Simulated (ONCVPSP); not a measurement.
## Building the ONCV potential for Cr (LDA (Perdew-Wang 92), scalar-relativistic).

chromium (Cr), optimised norm-conserving Vanderbilt (ONCV), made with ONCVPSP 4.0.1 (LDA (Perdew-Wang 92), scalar-relativistic). Core [Ne] 3s2, reference 3p6 3d3 (charge +3). Waves: s scattering state at 0.06 Ha: rc 1.40 bohr, ncon 4, nbas 8, qcut 4.9 1/bohr, 2 projectors, debl 3.3 Ha; 3p: rc 1.15 bohr, ncon 4, nbas 7, qcut 11.1 1/bohr, 2 projectors, debl 3.4 Ha; 3d: rc 1.30 bohr, ncon 4, nbas 9, qcut 13.2 1/bohr, 2 projectors, debl 2 Ha. Local part: polynomial inside 1.00 bohr (lpopt 5, dvloc0 0 Ha). Core correction: Teter function, fcfact 4.25, rcfact 1.35.

All-electron outer shells of the reference configuration (LDA (PZ), scalar-relativistic, ld1.x):

```json
{"shell": "3p", "level (eV)": "-83.70", "outermost node (bohr)": "0.33", "outermost maximum (bohr)": "0.79"}
{"shell": "3d", "level (eV)": "-39.39", "outermost node (bohr)": "–", "outermost maximum (bohr)": "0.79"}
```

Is a potential produced?

No. ONCVPSP 4.0.1 stopped with "optimize: ERROR ps0norm > uunorm, code will stop": the continuity conditions at rc already need more norm inside rc than the all-electron wave has, so norm conservation cannot be met. It happened in the s channel.
